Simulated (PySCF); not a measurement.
HOSi, SMILES [SiH]=O, multiplicity 2.

Geometry optimised at PBE-D3(BJ)/def2-TZVPD. The isomer is the one that the SMILES or the coordinates give; other isomers of the formula were not compared.

Calculation: CAM-B3LYP/def2-TZVPD run with PySCF.

Gas-phase values at a fixed geometry.

```json
{
  "total_energy": "-365.29275 hartree",
  "point_group": "Cs",
  "α spin, highest occupied and lowest empty level": "-8.70 and -1.44 eV",
  "β spin, highest occupied and lowest empty level": "-10.27 and -2.85 eV",
  "dipole_moment": "3.57 D",
  "quadrupole, principal values (traceless, Buckingham form, about the centre of nuclear charge)": "-3.29, 0.22, 3.07 D·Å",
  "mean_static_polarisability": "34.0 bohr³ (5.04 Å³)",
  "polarisability_principal_values": "28.5, 33.7, 39.8 bohr³",
  "⟨S²⟩": "0.759 (pure state 0.75)"
}
```
